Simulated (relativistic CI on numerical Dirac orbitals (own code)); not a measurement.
# What each ingredient does to the levels of Fe⁴⁺

Base calculation: Dirac-Coulomb-Breit CI, orbitals from a KLI potential per configuration, QED by a radiative potential, valence Slater integrals scaled by 0.85, P86 correlation energy added to each configuration.

Configurations in the expansion (outside the closed core [Ne]): 3s²3p⁶3d⁴, 3s²3p⁶3d³4s, 3s²3p⁶3d³4p, 3s²3p⁵3d⁵, 3s²3p⁶3d³4d, 3s²3p⁶3d³5s, 3s²3p⁶3d³5p, 3s²3p⁶3d³4f, 3s²3p⁶3d³5d, 3s3p⁶3d⁵, 3s²3p⁶3d²4s4p, 3s²3p⁶3d³5f, 3s²3p⁶3d³5g, 3s²3p⁶3d²4s², 3s²3p⁶3d4s²4p, 3s²3p⁶3d4s²4d, 3s²3p⁶3d4s²5s, 3s²3p⁶3d4s²5p, 3s²3p⁶3d²4p², 3s²3p⁶3d4s4p², 3s²3p⁶3d4p³, 3s²3p⁶3d4p²4d, 3s²3p⁶3d4p²5s, 3s²3p⁶3d4p²5p. Double excitations out of closed p, d and f shells are left out; levels of such configurations are missing from the list, as are those of other unlisted configurations, and high levels can miss mixing partners.

Variants: (1) no correlation estimate; (2) valence Slater integrals scaled by 0.75; (3) QED terms removed; (4) only the first configuration. Shifts of the energy above 3s²3p⁶3d⁴ ⁵D0, in cm⁻¹, for the lowest level and the first level of each name with at least 55 % of one term (blank where a level changes its place among those of its configuration and J or its character, or is not in the variant):

| Level | Base | Δ(1) | Δ(2) | Δ(3) | Δ(4) | Measured |
| --- | --- | --- | --- | --- | --- | --- |
| 3s²3p⁶3d⁴ ⁵D0 | 0.0 | 0.0 | 0.0 | 0.0 | 0.0 | 0.0 |
| 3s²3p⁶3d⁴ ⁵D1 | 136.7 | 0.0 | +1.6 | -0.7 | +1.6 | 142.1 |
| 3s²3p⁶3d⁴ ⁵D2 | 398.5 | -0.1 | +3.0 | -2.0 | +4.8 | 417.3 |
| 3s²3p⁶3d⁴ ⁵D3 | 768.0 | -0.2 | +2.2 | -3.7 | +9.5 | 803.1 |
| 3s²3p⁶3d⁴ ⁵D4 | 1227.4 | -0.3 | -2.3 | -5.8 | +15.4 | 1282.8 |
| 3s²3p⁶3d⁴ ³H4 | 23409.2 | +3.8 | -2751.1 | -1.7 | -612.9 | 24932.5 |
| 3s²3p⁶3d⁴ ³H5 | 23679.7 | +3.8 | -2745.4 | -3.3 | -619.1 | 25225.9 |
| 3s²3p⁶3d⁴ ³H6 | 23962.5 | +3.9 | -2745.4 | -5.0 | -629.0 | 25528.5 |
| 3s²3p⁶3d⁴ ³P0 | 24137.0 | +0.4 | -2872.5 | +3.5 | +209.8 | 24055.4 |
| 3s²3p⁶3d⁴ ³P1 | 25010.4 | +0.3 | -2865.9 | -0.7 | +195.7 | 24972.9 |
| 3s²3p⁶3d⁴ ³F2 | 26126.5 | +1.4 | -2943.0 | -2.4 | +245.1 | 26760.7 |
| 3s²3p⁶3d⁴ ³F3 | 26170.1 | +1.4 | -2957.2 | -2.2 | +255.3 | 26842.3 |
| 3s²3p⁶3d⁴ ³F4 | 26282.0 | +1.5 | -2956.2 | -2.8 | +262.0 | 26974.0 |
| 3s²3p⁶3d⁴ ³P2 | 26443.8 | +0.2 | -2876.0 | -6.8 | +204.8 | 26468.3 |

At this charge configurations can still be misplaced by up to about 7 % of their energy. 60 of the 60 excited levels that our extract of the measured tables holds in this range could be paired (the sources list more); they are missed by 2224 cm⁻¹ on average and 4722 at most, and levels without a partner can miss by more.

Measured levels: Corliss and Sugar, J. Phys. Chem. Ref. Data 11, 135 (1982).

Ionisation energy from the two ground configurations alone: base 75.32 eV; no correlation estimate 73.93 eV; valence Slater integrals scaled by 0.75 75.16 eV. The NIST ASD value (semi-empirical) is 75 eV.
